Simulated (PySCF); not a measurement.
## Kr²⁺: interval between two levels

Kr²⁺ [Ar] 3d10 4s2 4p4 [3P2, M_J = 2] → Kr²⁺ [Ar] 3d10 4s1 4p5 [3P2, M_J = 2], as a difference of total energies. Computed with PySCF 2.14 in x2c-TZVPall-2c (6s7p4d1f, 54 functions), with the two-component X2C-1e Hamiltonian. Correlated levels: [Ne] frozen. "Screened" scales the spin-orbit matrix elements by Boettger's factors to mimic the two-electron term; Breit and QED terms are absent.

```json
{"method": "GHF (spin-free)", "interval between two levels (cm⁻¹)": "134390"}
{"method": "GMP2 (spin-free)", "interval between two levels (cm⁻¹)": "125380"}
{"method": "GHF (screened spin-orbit)", "interval between two levels (cm⁻¹)": "134950"}
{"method": "GMP2 (screened spin-orbit)", "interval between two levels (cm⁻¹)": "125870"}
```

The labels give the starting determinants; with spin-orbit coupling the two ends relaxed to ⟨J²⟩ = 6.02, ⟨L²⟩ = 2.15, ⟨S²⟩ = 1.94 and ⟨J²⟩ = 6.01, ⟨L²⟩ = 2.01, ⟨S²⟩ = 2.01.
